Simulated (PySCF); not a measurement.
Cl$_{3}$Te (SMILES Cl[Te](Cl)Cl), doublet, geometry from GFN2-xTB (the spin is typed, not shown lowest) (all electrons, no relativity); CASSCF(9,7)/STO-3G in PySCF.

Here is a job for PySCF.
```python
from pyscf import gto, scf, mcscf
import numpy

mol = gto.Mole()
mol.atom = '''
    Te    0.24557998    0.09428763    0.37155142
    Cl    2.08544212   -0.00951664   -1.24990324
    Cl   -1.68337595   -0.94447219    1.47838940
    Cl   -1.15325199    0.66557961   -1.36499639
'''
mol.basis = 'sto-3g'
mol.spin = 1
mol.verbose = 4
mol.build()

mf = scf.ROHF(mol)
mf.kernel()
mc = mcscf.CASSCF(mf, 7, 9)
mc.fix_spin_(ss=0.75)
mc.kernel()
occ = numpy.linalg.eigvalsh(mc.fcisolver.make_rdm1(mc.ci, mc.ncas, mc.nelecas))[::-1]
ss = mc.fcisolver.spin_square(mc.ci, mc.ncas, mc.nelecas)[0]
print('natural occupations', occ.round(4), ' <S^2>', round(ss, 4))
```

What the program printed (banner, timings and long lists left out):

```
PySCF version 2.14.0

[INPUT] verbose = 4
[INPUT] num. atoms = 4
[INPUT] num. electrons = 103
[INPUT] charge = 0
[INPUT] spin (= nelec alpha-beta = 2S) = 1
[INPUT] symmetry False subgroup None
[INPUT] Mole.unit = angstrom
[INPUT] Symbol           X                Y                Z      unit          X                Y                Z       unit  Magmom
[...]
nuclear repulsion = 709.002340455971
number of shells = 26
number of NR pGTOs = 162
number of NR cGTOs = 54
basis = sto-3g
ecp = {}

******** <class 'pyscf.scf.rohf.ROHF'> ********
method = ROHF
initial guess = minao
damping factor = 0
level_shift factor = 0
DIIS = <class 'pyscf.scf.diis.CDIIS'>
diis_start_cycle = 1
diis_space = 8
diis_damp = 0
SCF conv_tol = 1e-09
SCF conv_tol_grad = None
SCF max_cycles = 50
direct_scf = True
direct_scf_tol = 1e-13
num. doubly occ = 51  num. singly occ = 1
Set gradient conv threshold to 3.16228e-05
init E= -7889.69356277548
[...]
cycle= 1 E= -7910.8448252178  delta_E= -21.2  |g|= 0.164  |ddm|= 2.25
[...]
cycle= 2 E= -7910.86117900813  delta_E= -0.0164  |g|= 0.0294  |ddm|= 0.424
[...]
cycle= 3 E= -7910.8633424092  delta_E= -0.00216  |g|= 0.01  |ddm|= 0.165
[...]
cycle= 4 E= -7910.86381212254  delta_E= -0.00047  |g|= 0.00338  |ddm|= 0.0982
[...]
cycle= 5 E= -7910.86386193262  delta_E= -4.98e-05  |g|= 0.00145  |ddm|= 0.0303
[...]
cycle= 6 E= -7910.86387248255  delta_E= -1.05e-05  |g|= 0.000502  |ddm|= 0.0158
[...]
cycle= 7 E= -7910.86387342369  delta_E= -9.41e-07  |g|= 9.17e-05  |ddm|= 0.00523
[...]
cycle= 8 E= -7910.8638734431  delta_E= -1.94e-08  |g|= 2.28e-05  |ddm|= 0.000683
[...]
cycle= 9 E= -7910.86387344463  delta_E= -1.53e-09  |g|= 4.64e-06  |ddm|= 0.00019
[...]
cycle= 10 E= -7910.86387344467  delta_E= -4.37e-11  |g|= 1.29e-06  |ddm|= 2.7e-05
[...]
Extra cycle  E= -7910.86387344466  delta_E= 1.64e-11  |g|= 6.13e-07  |ddm|= 4.3e-06
converged SCF energy = -7910.86387344466

******** <class 'pyscf.mcscf.mc1step.CASSCF'> ********
CAS (5e+4e, 7o), ncore = 47, nvir = 0
max_cycle_macro = 50
max_cycle_micro = 4
conv_tol = 1e-07
conv_tol_grad = None
orbital rotation max_stepsize = 0.02
orbital rotation threshold for CI restart = 0.01
augmented hessian ah_max_cycle = 30
augmented hessian ah_conv_tol = 1e-12
augmented hessian ah_linear dependence = 1e-14
augmented hessian ah_level shift = 1e-08
augmented hessian ah_start_tol = 2.5
augmented hessian ah_start_cycle = 3
augmented hessian ah_grad_trust_region = 3
kf_trust_region = 3
kf_interval = 4
ci_response_space = 4
ci_grad_trust_region = 3
with_dep4 0
natorb = False
canonicalization = True
sorting_mo_energy = False
ao2mo_level = 2
internal_rotation = False
******** <class 'pyscf.fci.addons.SpinPenaltyFCISolver'> ********
max. cycles = 50
conv_tol = 1e-08
davidson only = True
linear dependence = 1e-12
level shift = 0.001
max iter space = 12
nroots = 1
pspace_size = 400
spin = None
CASCI E = -7910.87756866777  S^2 = 0.7500000
Set conv_tol_grad to 0.000316228
macro iter   1 ( 21 JK    4 micro), CASSCF E = -7910.88261069916  dE = -5.04203139e-03  S^2 = 0.7500000
               |grad[o]|=0.0239  |grad[c]|=0.0253  |ddm|=0.026  |maxRot[o]|= 0.24
macro iter   2 ( 21 JK    4 micro), CASSCF E = -7910.88809217855  dE = -5.48147939e-03  S^2 = 0.7500000
               |grad[o]|=0.0166  |grad[c]|=0.0132  |ddm|=0.0389  |maxRot[o]|=0.259
macro iter   3 ( 21 JK    4 micro), CASSCF E = -7910.89405464647  dE = -5.96246792e-03  S^2 = 0.7500000
               |grad[o]|=0.0141  |grad[c]|=0.0333  |ddm|=0.0226  |maxRot[o]|=0.178
macro iter   4 ( 21 JK    4 micro), CASSCF E = -7910.89914852933  dE = -5.09388286e-03  S^2 = 0.7500000
               |grad[o]|=0.0128  |grad[c]|=0.0347  |ddm|=0.0179  |maxRot[o]|=0.177
macro iter   5 ( 21 JK    4 micro), CASSCF E = -7910.90256676254  dE = -3.41823321e-03  S^2 = 0.7500000
               |grad[o]|=0.0128  |grad[c]|=0.0181  |ddm|=0.0173  |maxRot[o]|=0.113
macro iter   6 ( 21 JK    4 micro), CASSCF E = -7910.90518580315  dE = -2.61904062e-03  S^2 = 0.7500000
[...]
               |grad[o]|=0.00098  |grad[c]|=0.00118  |ddm|=0.00131  |maxRot[o]|=0.0413
macro iter  33 ( 21 JK    4 micro), CASSCF E = -7910.91043769042  dE =  3.01643458e-05  S^2 = 0.7500000
               |grad[o]|=0.000971  |grad[c]|=0.00236  |ddm|=0.00166  |maxRot[o]|=0.0296
macro iter  34 ( 25 JK    4 micro), CASSCF E = -7910.91050352515  dE = -6.58347244e-05  S^2 = 0.7500000
               |grad[o]|=0.00109  |grad[c]|=0.000882  |ddm|=0.00138  |maxRot[o]|=0.0305
macro iter  35 ( 12 JK    3 micro), CASSCF E = -7910.91062375038  dE = -1.20225237e-04  S^2 = 0.7500000
               |grad[o]|=0.00102  |grad[c]|=0.000465  |ddm|=0.00194  |maxRot[o]|=0.0585
macro iter  36 ( 21 JK    4 micro), CASSCF E = -7910.91061951169  dE =  4.23869369e-06  S^2 = 0.7500000
               |grad[o]|=0.00104  |grad[c]|=0.00261  |ddm|=0.00128  |maxRot[o]|=0.00563
macro iter  37 ( 24 JK    4 micro), CASSCF E = -7910.91070269269  dE = -8.31810030e-05  S^2 = 0.7500000
               |grad[o]|=0.000985  |grad[c]|=0.000801  |ddm|=0.000945  |maxRot[o]|=0.0412
macro iter  38 ( 20 JK    4 micro), CASSCF E = -7910.91073061668  dE = -2.79239903e-05  S^2 = 0.7500000
               |grad[o]|=0.000968  |grad[c]|=0.00185  |ddm|=0.00175  |maxRot[o]|=0.0165
macro iter  39 ( 21 JK    4 micro), CASSCF E = -7910.91073064987  dE = -3.31865522e-08  S^2 = 0.7500000
               |grad[o]|=0.000935  |grad[c]|=0.00265  |ddm|=0.00101  |maxRot[o]|=0.00235
macro iter  40 ( 24 JK    4 micro), CASSCF E = -7910.91081422308  dE = -8.35732071e-05  S^2 = 0.7500000
               |grad[o]|=0.000935  |grad[c]|=0.000802  |ddm|=0.000784  |maxRot[o]|=0.0434
macro iter  41 ( 21 JK    4 micro), CASSCF E = -7910.91084284628  dE = -2.86231989e-05  S^2 = 0.7500000
               |grad[o]|=0.000876  |grad[c]|=0.00173  |ddm|=0.00102  |maxRot[o]|=0.0177
macro iter  42 ( 21 JK    4 micro), CASSCF E = -7910.91084459891  dE = -1.75263540e-06  S^2 = 0.7500000
               |grad[o]|=0.000853  |grad[c]|=0.00255  |ddm|=0.000799  |maxRot[o]|=0.00432
macro iter  43 (  7 JK    2 micro), CASSCF E = -7910.91093970347  dE = -9.51045549e-05  S^2 = 0.7500000
               |grad[o]|=0.000847  |grad[c]|=0.000967  |ddm|=0.00119  |maxRot[o]|=0.0571
macro iter  44 (  7 JK    2 micro), CASSCF E = -7910.91102702736  dE = -8.73238996e-05  S^2 = 0.7500000
               |grad[o]|=0.00077  |grad[c]|=0.00128  |ddm|=0.00142  |maxRot[o]|=0.0632
macro iter  45 (  7 JK    2 micro), CASSCF E = -7910.91109736129  dE = -7.03339247e-05  S^2 = 0.7500000
               |grad[o]|=0.000748  |grad[c]|=0.00157  |ddm|=0.00163  |maxRot[o]|=0.0665
macro iter  46 (  7 JK    2 micro), CASSCF E = -7910.91114504905  dE = -4.76877603e-05  S^2 = 0.7500000
               |grad[o]|=0.000672  |grad[c]|=0.00182  |ddm|=0.00185  |maxRot[o]|=0.0682
macro iter  47 ( 15 JK    4 micro), CASSCF E = -7910.91102798581  dE =  1.17063238e-04  S^2 = 0.7500000
               |grad[o]|=0.000475  |grad[c]|=0.00685  |ddm|=0.00337  |maxRot[o]|=0.108
macro iter  48 ( 15 JK    3 micro), CASSCF E = -7910.91106353650  dE = -3.55506836e-05  S^2 = 0.7500000
               |grad[o]|=0.000836  |grad[c]|=0.000365  |ddm|=0.000408  |maxRot[o]|=0.0274
macro iter  49 ( 21 JK    4 micro), CASSCF E = -7910.91106612114  dE = -2.58464297e-06  S^2 = 0.7500000
               |grad[o]|=0.000584  |grad[c]|=0.0021  |ddm|=0.00073  |maxRot[o]|=0.00414
macro iter  50 (  7 JK    2 micro), CASSCF E = -7910.91112172678  dE = -5.56056420e-05  S^2 = 0.7500000
               |grad[o]|=0.000568  |grad[c]|=0.00094  |ddm|=0.00107  |maxRot[o]|=0.0516
1-step CASSCF not converged,  50 macro (845 JK 172 micro) steps
CASSCF canonicalization
Density matrix diagonal elements [1.96127405 1.9911323  1.96395348 1.96538376 1.01017721 0.04362833
 0.06445087]
CASSCF energy = -7910.91112172678
CASCI E = -7910.91112172678  E(CI) = -13.3494133154682  S^2 = 0.7500000
natural occupations [1.9935 1.9677 1.9632 1.9594 1.0087 0.0642 0.0432]  <S^2> 0.75
```

Convergence was not reached.
